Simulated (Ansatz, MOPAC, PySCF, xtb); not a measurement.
Pair of molecules: AsH3 (SMILES [AsH3]) (first 4 atoms) with HI (SMILES I); geometry from B3LYP-D3(BJ)/def2-TZVP.
(charge 0, multiplicity 1):
```
atom    x (Å)    y (Å)    z (Å)
----  -------  -------  -------
As     0.0328   0.5840   0.3723
H     -0.7731   1.7791  -0.1156
H     -0.2260  -0.2164  -0.8959
H      1.3454   1.1482  -0.1517
I     -0.3916  -1.0699   4.3497
H     -0.2329  -0.4502   2.8538
```

Monomers are frozen at their geometry in the pair; levels with a basis set take the counterpoise correction.

The state reached by PM3 isn't checked.

The values were computed with Ansatz (Gaussian orbitals); MOPAC for PM3 (differences of heats of formation); PySCF for the dispersion terms; xtb for the GFN methods. Each number belongs to the level named beside it. In def2 rows elements past Kr take small-core potentials, without spin–orbit coupling.

### Question
One of these levels gives -2.33 kcal/mol for the interaction energy. Name it.
A. CAM-B3LYP-D4/def2-TZVPPD
B. GFN2-xTB
C. PM3
D. wB97M-V/def2-TZVPPD

### Answer
B, GFN2-xTB. The others give -2.71 (PM3), -1.90 (CAM-B3LYP-D4/def2-TZVPPD), -1.56 (wB97M-V/def2-TZVPPD)

Ansatz is an electronic-structure program.
